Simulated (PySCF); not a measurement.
PySCF job for C2H6GeSi, SMILES C1=[CH][GeH2][SiH2]1, B3LYP-D3(BJ)/def2-SVP. Geometry optimised at B3LYP-D3(BJ)/def2-SVP. This is a generated structure with no PubChem entry under its InChIKey; it may be hypothetical.

```python
import numpy as np
from pyscf import gto, scf, dft, df
from pyscf.hessian import thermo

mol = gto.M(
    atom='''
    C    -1.11961037    1.39107214    0.00000000
    C    -1.50823898    0.09333239    0.00000000
    Ge    0.17724859   -0.95145516   -0.00000000
    Si    0.77441703    1.37564319   -0.00000000
    H    -1.83057242    2.22834100    0.00000000
    H    -2.55726256   -0.23100382    0.00000000
    H     0.39657955   -1.82777480   -1.25376270
    H     0.39657955   -1.82777480    1.25376271
    H     1.42398930    1.96967279    1.20745418
    H     1.42398930    1.96967278   -1.20745418
    ''',
    basis='def2-SVP',
    charge=0,
    spin=0,
    max_memory=1600,
    verbose=3,
)
mf = dft.RKS(mol, xc='b3lyp').density_fit(auxbasis='def2-universal-jkfit')
mf.disp = 'd3bj'
mf.grids.level = 3
mf.conv_tol = 1e-11
mf.max_cycle = 100
mf.kernel()

# [left out here: the lines that compute and print the analytic Hessian (its translational invariance restored by hand, since the grid's response is missing), thermochemistry and intensities]
```

Program output:

```
converged SCF energy = -2445.94028879428

WARN: DFTD3 does not support analytical Hessian, using finite difference


WARN: Mole.unit (angstrom) is changed to Bohr

Mode                                 0                   1                   2
Irrep
Freq [cm^-1]                      196.0352            339.3332            365.6445
Reduced mass [au]                   1.8944              8.5556              1.0254
Force const [Dyne/A]                0.0429              0.5804              0.0808
Char temp [K]                     282.0510            488.2250            526.0810
Normal mode                   x     y     z       x     y     z       x     y     z
       0   C                -0.00  0.00 -0.15   -0.02 -0.05 -0.00    0.00 -0.00 -0.01
       1   C                 0.00  0.00  0.14   -0.04 -0.05  0.00    0.00 -0.00  0.00
       2  Ge                 0.00 -0.00 -0.01    0.00  0.07 -0.00   -0.00 -0.00 -0.01
       3  Si                -0.00  0.00  0.02    0.01 -0.13 -0.00    0.00  0.00 -0.01
       4   H                -0.00  0.00 -0.28    0.00 -0.03  0.00   -0.00 -0.00  0.14
       5   H                 0.00  0.00  0.29   -0.04 -0.06  0.00    0.00  0.00  0.16
       6   H                -0.15  0.17 -0.15    0.06  0.07  0.01   -0.06 -0.44  0.30
       7   H                 0.15 -0.17 -0.15    0.06  0.07 -0.01    0.06  0.44  0.30
       8   H                -0.22 -0.08  0.18    0.04 -0.17  0.00   -0.13 -0.33  0.23
       9   H                 0.22  0.08  0.18    0.04 -0.17 -0.00    0.13  0.33  0.23
Mode                                 3                   4                   5
Irrep
Freq [cm^-1]                      400.6373            526.4288            546.4047
Reduced mass [au]                   7.1088              1.3240              1.0450
Force const [Dyne/A]                0.6723              0.2162              0.1838
Char temp [K]                     576.4278            757.4138            786.1547
Normal mode                   x     y     z       x     y     z       x     y     z
       0   C                -0.03  0.13  0.00    0.00  0.00 -0.06   -0.00 -0.00 -0.01
       1   C                -0.01  0.13 -0.00   -0.00  0.00  0.07   -0.00  0.00  0.01
       2  Ge                 0.04 -0.02 -0.00   -0.00 -0.00 -0.03    0.00  0.00 -0.00
       3  Si                -0.09 -0.06 -0.00   -0.00 -0.00  0.06    0.00 -0.00  0.03
       4   H                -0.00  0.15  0.00    0.00  0.00 -0.03    0.00  0.00 -0.35
       5   H                -0.01  0.14  0.00   -0.00  0.00  0.13   -0.00  0.00 -0.34
       6   H                -0.06 -0.02 -0.01    0.08 -0.28  0.19   -0.49 -0.14  0.01
       7   H                -0.06 -0.02  0.01   -0.08  0.28  0.19    0.49  0.14  0.01
       8   H                 0.00 -0.15 -0.01   -0.02  0.46 -0.17    0.29 -0.07 -0.09
       9   H                 0.00 -0.15  0.01    0.02 -0.46 -0.17   -0.29  0.07 -0.09
Mode                                 6                   7                   8
Irrep
Freq [cm^-1]                      609.7784            644.5196            645.1812
Reduced mass [au]                   1.2372              1.1206              3.2325
Force const [Dyne/A]                0.2710              0.2743              0.7928
Char temp [K]                     877.3353            927.3202            928.2720
Normal mode                   x     y     z       x     y     z       x     y     z
       0   C                -0.00  0.02  0.00    0.00  0.00 -0.05   -0.09 -0.02 -0.00
       1   C                -0.10  0.05  0.00    0.00 -0.00  0.07   -0.20  0.01  0.00
       2  Ge                -0.00 -0.02  0.00   -0.00  0.00 -0.01    0.03 -0.01 -0.00
       3  Si                 0.02 -0.01 -0.00   -0.00 -0.00  0.02    0.06  0.04  0.00
       4   H                 0.03  0.06 -0.00    0.00 -0.00 -0.25   -0.02  0.05 -0.00
       5   H                -0.11  0.09 -0.00    0.00 -0.00  0.01   -0.23  0.10  0.00
       6   H                 0.56  0.16 -0.02    0.41  0.00  0.07   -0.15 -0.09  0.02
       7   H                 0.56  0.16  0.02   -0.41 -0.00  0.07   -0.15 -0.09 -0.02
       8   H                -0.12  0.17 -0.01    0.40 -0.27 -0.07    0.20 -0.15  0.01
       9   H                -0.12  0.17  0.01   -0.40  0.27 -0.07    0.20 -0.15 -0.01
Mode                                 9                  10                  11
Irrep
Freq [cm^-1]                      702.0215            767.6226            772.6845
Reduced mass [au]                   1.9573              1.2917              1.5252
Force const [Dyne/A]                0.5683              0.4484              0.5365
Char temp [K]                    1010.0527           1104.4380           1111.7210
Normal mode                   x     y     z       x     y     z       x     y     z
       0   C                 0.16 -0.08 -0.00   -0.00  0.00 -0.10    0.11 -0.05 -0.00
       1   C                -0.09  0.01 -0.00   -0.00  0.00 -0.08    0.01 -0.02 -0.00
       2  Ge                 0.01  0.01 -0.00    0.00 -0.00  0.01   -0.01 -0.00  0.00
       3  Si                -0.04 -0.01  0.00    0.00 -0.00  0.03   -0.06  0.05  0.00
       4   H                 0.35  0.09  0.00   -0.00  0.00  0.49    0.15 -0.02  0.00
       5   H                -0.16  0.22  0.00    0.00 -0.00  0.53   -0.05  0.16  0.00
       6   H                -0.17 -0.09  0.03   -0.15  0.05 -0.06    0.24  0.03  0.02
       7   H                -0.17 -0.09 -0.03    0.15 -0.05 -0.06    0.24  0.03 -0.02
       8   H                -0.25  0.18  0.01    0.27 -0.04 -0.10    0.27 -0.40  0.04
       9   H                -0.25  0.18 -0.01   -0.27  0.04 -0.10    0.27 -0.40 -0.04
Mode                                12                  13                  14
Irrep
Freq [cm^-1]                      880.3286            958.6631           1017.2711
Reduced mass [au]                   1.0302              1.0580              1.2780
Force const [Dyne/A]                0.4704              0.5729              0.7792
Char temp [K]                    1266.5969           1379.3028           1463.6267
Normal mode                   x     y     z       x     y     z       x     y     z
       0   C                 0.01 -0.02  0.00   -0.01  0.01  0.00    0.00 -0.00 -0.10
       1   C                -0.01 -0.01  0.00    0.01  0.01  0.00    0.00 -0.00  0.10
       2  Ge                 0.00 -0.01 -0.00    0.00 -0.00 -0.00   -0.00  0.00  0.00
       3  Si                -0.00  0.00 -0.00    0.03  0.02 -0.00    0.00 -0.00 -0.00
       4   H                 0.03 -0.00 -0.00   -0.05 -0.02 -0.00   -0.00 -0.00  0.62
       5   H                -0.03  0.04 -0.00    0.01 -0.02 -0.00   -0.00  0.00 -0.61
       6   H                -0.18  0.55 -0.39   -0.00  0.00 -0.01    0.01  0.02 -0.02
       7   H                -0.18  0.55  0.39   -0.00  0.00  0.01   -0.01 -0.02 -0.02
       8   H                 0.02 -0.02  0.00   -0.44 -0.33  0.41   -0.00 -0.03  0.02
       9   H                 0.02 -0.02 -0.00   -0.44 -0.33 -0.41    0.00  0.03  0.02
Mode                                15                  16                  17
Irrep
Freq [cm^-1]                     1056.1528           1264.6377           1556.7061
Reduced mass [au]                   1.0355              1.4619              8.0963
Force const [Dyne/A]                0.6805              1.3775             11.5598
Char temp [K]                    1519.5687           1819.5321           2239.7534
Normal mode                   x     y     z       x     y     z       x     y     z
       0   C                 0.01 -0.03  0.00   -0.12 -0.01  0.00   -0.08 -0.19 -0.00
       1   C                 0.03  0.01 -0.00    0.09 -0.08 -0.00    0.04  0.19  0.00
       2  Ge                 0.00  0.00  0.00   -0.00  0.00  0.00    0.00 -0.00 -0.00
       3  Si                 0.00 -0.01  0.00    0.01 -0.00 -0.00    0.00  0.00  0.00
       4   H                -0.50 -0.47 -0.00    0.40  0.43 -0.00    0.14 -0.03  0.00
       5   H                -0.17  0.68  0.00   -0.11  0.55  0.00    0.14 -0.02 -0.00
       6   H                -0.02 -0.01  0.01    0.02  0.00  0.01    0.01 -0.00  0.00
       7   H                -0.02 -0.01 -0.01    0.02  0.00 -0.01    0.01 -0.00 -0.00
       8   H                -0.02  0.04 -0.01   -0.02  0.02  0.02    0.02 -0.01 -0.00
       9   H                -0.02  0.04  0.01   -0.02  0.02 -0.02    0.02 -0.01  0.00
Mode                                18                  19                  20
Irrep
Freq [cm^-1]                     2102.3540           2107.3296           2200.4992
Reduced mass [au]                   1.0164              1.0248              1.0305
Force const [Dyne/A]                2.6469              2.6814              2.9400
Char temp [K]                    3024.8194           3031.9781           3166.0284
Normal mode                   x     y     z       x     y     z       x     y     z
       0   C                -0.00  0.00  0.00    0.00 -0.00 -0.00   -0.00  0.00 -0.00
       1   C                 0.00  0.00 -0.00   -0.00  0.00 -0.00    0.00  0.00  0.00
       2  Ge                -0.00  0.01 -0.00    0.00 -0.00 -0.02    0.00 -0.00  0.00
       3  Si                 0.00 -0.00  0.00   -0.00  0.00  0.00    0.02  0.02  0.00
       4   H                -0.00  0.00  0.00    0.00 -0.00  0.01    0.00  0.01  0.00
       5   H                 0.00  0.01 -0.00   -0.00 -0.00 -0.00    0.00  0.00 -0.00
       6   H                 0.10 -0.38 -0.58   -0.10  0.40  0.56   -0.00  0.01  0.02
       7   H                 0.10 -0.38  0.58    0.10 -0.40  0.56   -0.00  0.01 -0.02
       8   H                -0.01 -0.01 -0.02   -0.01 -0.01 -0.02   -0.30 -0.26 -0.57
       9   H                -0.01 -0.01  0.02    0.01  0.01 -0.02   -0.30 -0.26  0.57
Mode                                21                  22                  23
Irrep
Freq [cm^-1]                     2205.4857           3117.0123           3140.1561
Reduced mass [au]                   1.0519              1.0839              1.1009
Force const [Dyne/A]                3.0148              6.2046              6.3957
Char temp [K]                    3173.2028           4484.6868           4517.9855
Normal mode                   x     y     z       x     y     z       x     y     z
       0   C                 0.00 -0.00  0.00    0.04 -0.05  0.00   -0.03  0.05 -0.00
       1   C                -0.00 -0.00  0.00   -0.05 -0.01 -0.00   -0.06 -0.03  0.00
       2  Ge                -0.00  0.00  0.00    0.00 -0.00  0.00    0.00 -0.00 -0.00
       3  Si                -0.00 -0.00  0.04   -0.00 -0.00 -0.00    0.00  0.00  0.00
       4   H                -0.00 -0.00  0.00   -0.48  0.57 -0.00    0.38 -0.45  0.00
       5   H                 0.00 -0.00 -0.01    0.57  0.18  0.00    0.71  0.22  0.00
       6   H                 0.00 -0.02 -0.02   -0.00  0.00  0.00   -0.00  0.00  0.00
       7   H                -0.00  0.02 -0.02   -0.00  0.00 -0.00   -0.00  0.00 -0.00
       8   H                -0.30 -0.28 -0.55    0.00  0.00  0.00   -0.00 -0.00 -0.00
       9   H                 0.30  0.28 -0.55    0.00  0.00 -0.00   -0.00 -0.00  0.00
temperature 298.1500 [K]
pressure 101325.00 [Pa]
Rotational constants [GHz] 6.17032 3.02276 2.13348
Symmetry number 1
Zero-point energy (ZPE) 0.06407 [Eh]   168212.225 [J/mol]
                           tot       elec      trans        rot        vib
Entropy [J/mol/K]       318.105      0.000    169.527    110.848     37.730
Cv [J/mol/K]             91.025      0.000     12.472     12.472     66.081
Cp [J/mol/K]             99.339      0.000     20.786     12.472     66.081
Internal energy [J/mol]                      3718.434   3718.434 175797.830
Internal energy [Eh]   -2445.87050  -2445.94029
Enthalpy [J/mol]                             6197.391   3718.434 175797.830
Enthalpy [Eh]          -2445.86955
Gibbs free energy [J/mol]                  -44347.169 -29330.981 164548.773
Gibbs free energy [Eh] -2445.90568
static polarisability / bohr^3: [[71.885  4.892  0.   ]
 [ 4.887 94.083 -0.   ]
 [-0.     0.    56.771]]
largest difference of analytic and finite-field dipole derivatives / e: 0.0007314492125976013
mode   freq/cm-1   IR/(km/mol)   Raman/(A^4/amu)   depolarisation
   1      196.04         0.022             2.091            0.750
   2      339.33         1.171            21.020            0.310
   3      365.64         8.418             0.015            0.750
   4      400.64         3.646             5.560            0.633
   5      526.43         0.057             5.069            0.750
   6      546.40         0.720            30.229            0.750
   7      609.78        46.307             8.792            0.502
   8      644.52         1.226             7.306            0.750
   9      645.18        52.816            18.973            0.148
  10      702.02        14.134             5.091            0.565
  11      767.62       117.805             0.060            0.750
  12      772.68       109.152             4.380            0.534
  13      880.33        91.554            23.330            0.698
  14      958.66       129.691            18.119            0.744
  15     1017.27         0.074             0.234            0.750
  16     1056.15         7.703            15.461            0.548
  17     1264.64        12.645             0.393            0.727
  18     1556.71         1.561             8.457            0.095
  19     2102.35       145.225           279.904            0.116
  20     2107.33       121.887           156.760            0.750
  21     2200.50       128.929           257.879            0.109
  22     2205.49       125.526           125.383            0.750
  23     3117.01         7.259           179.121            0.729
  24     3140.16        27.717           297.388            0.187
max |gradient| / (hartree/bohr): 4.4328751448217995e-05
APT charges: [-0.3267 -0.2479  0.7672  0.805   0.0246  0.0117 -0.257  -0.257  -0.2599
 -0.2599]
```

Self-consistency was reached.

Cost: around 4 core-minutes (rough).
